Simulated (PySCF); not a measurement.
C2H6B, SMILES C[B]C (connectivity only; charge and spin as stated), charge +1, multiplicity 1.

Coordinates come from a ωB97X-D3(BJ)/def2-TZVP optimisation. The spin state was assumed, not searched. The isomer is the one that the SMILES or the coordinates give; other isomers of the formula were not compared.

All values below come from TDDFT-PBE0/def2-SVPD (PySCF).

Vertical excitations; the highest root listed may be one member of a degenerate set.  State labels are in the subgroup C2h.

```csv
state,symmetry,energy (eV),λ (nm),f,main pairs
S1,Ag,7.67,162,0.000,HOMO→LUMO+1 (degenerate set)
S2,Bg,7.67,162,0.000,HOMO→LUMO (degenerate set)
S3,Au,8.21,151,0.000,"HOMO−1→LUMO 50 %, HOMO−2→LUMO+1 50 %"
S4,Au,8.38,148,0.010,"HOMO−2→LUMO+1, HOMO−1→LUMO (degenerate set)"
S5,Bu,8.38,148,0.010,"HOMO−1→LUMO+1, HOMO−2→LUMO (degenerate set)"
S6,Bg,8.85,140,0.000,"HOMO−3→LUMO 50 %, HOMO−4→LUMO+1 50 %"
S7,Ag,9.04,137,0.000,"HOMO−3→LUMO+1, HOMO−4→LUMO (degenerate set)"
S8,Bg,9.04,137,0.000,"HOMO−4→LUMO+1, HOMO−3→LUMO (degenerate set)"
S9,Bu,9.44,131,0.773,"HOMO−2→LUMO 49 %, HOMO−1→LUMO+1 49 %"
S10,Bu,10.22,121,0.079,HOMO−5→LUMO+1 96 %
T1,Ag,6.94,179,0,HOMO→LUMO+1 (degenerate set)
T2,Bg,6.94,179,0,HOMO→LUMO (degenerate set)
T3,Bu,7.71,161,0,"HOMO−1→LUMO+1 50 %, HOMO−2→LUMO 50 %"
T4,Au,7.91,157,0,"HOMO−1→LUMO 48 %, HOMO−2→LUMO+1 48 %"
```
Triplets are in the Tamm–Dancoff approximation, which puts them higher than full response would, so one can lie above its singlet here.
